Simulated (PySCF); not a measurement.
AlFH₄Si, SMILES [F][AlH][SiH3].

Coordinates come from a B3LYP-D3(BJ)/def2-TZVP optimisation.

These are PySCF with B3LYP-D3(BJ)/def2-TZVP values and carry that method's errors.

Frequencies are harmonic and unscaled.

```csv
mode,ν (cm⁻¹),IR (km/mol),moving atoms (share of kinetic energy)
1,13,0.1,"H 85 %, F 8 %"
2,146,12.8,"F 49 %, Al 21 %, Si 16 %, H 14 %"
3,339,72.1,H 92 %
4,377,7.9,"Si 42 %, Al 36 %, H 18 %"
5,467,27.9,"H 75 %, Si 12 %, Al 11 %"
6,512,35.1,"H 77 %, Al 15 %"
7,664,189.7,H 89 %
8,814,213.1,"F 50 %, Al 40 %, H 10 %"
9,881,121.4,"H 83 %, Si 9 %"
10,946,48.9,H 97 %
11,950,46.1,H 98 %
12,1943,224.4,H 96 %
13,2199,46.7,H 99 %
14,2208,84.2,H 96 %
15,2210,97.2,H 96 %
```
